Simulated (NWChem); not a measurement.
Species: CH2NO cation; SMILES N=C=[OH+]

Program: NWChem. Coordinates come from a PBE0/def2-SVP optimisation. Level: PBE0/def2-SVP with SMD (1 M gas to 1 M solution), gas-phase geometry. Reactions with the solvent are ignored.

### Question
Estimate the computed values for solvent 2-propanol. Quantities: solvation free energy (kcal/mol); cavity-dispersion-structure term (kcal/mol).

### Answer
| Quantity | Result |
|---|---|
| solvation free energy (kcal/mol) | -70.5 |
| cavity-dispersion-structure term (kcal/mol) | 3.2 |
